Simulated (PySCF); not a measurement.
C7H7Cl, SMILES Cc1ccc(Cl)cc1, singlet (GFN2-xTB optimised geometry):

```
15

C      2.809    -0.006     0.000
C      1.311    -0.006     0.000
C      0.605     1.191     0.000
C     -0.778     1.205     0.020
C     -1.467     0.004     0.040
Cl    -3.199     0.010     0.062
C     -0.786    -1.202     0.041
C      0.597    -1.198     0.021
H      3.199    -0.947    -0.383
H      3.181     0.126     1.016
H      3.196     0.810    -0.606
H      1.143     2.127    -0.016
H     -1.318     2.139     0.018
H     -1.333    -2.132     0.055
H      1.127    -2.139     0.021
```

Calculation: PBE0/def2-TZVP (PySCF).

Task: What are the frontier orbital energies and the dipole moment?

Result: HOMO-2 -8.81 eV, HOMO-1 -7.60 eV, HOMO -6.84 eV, LUMO -0.50 eV, LUMO+1 -0.36 eV; dipole moment 2.16 D.

Meta-Löwdin charges at PBE0/def2-TZVP: C1 -0.35, C2 0.03, C3 -0.13, C4 -0.13, C5 0.01, Cl6 -0.06, C7 -0.13, C8 -0.13, H9 0.12, H10 0.13, H11 0.13, H12 0.12, H13 0.14, H14 0.14, H15 0.12.
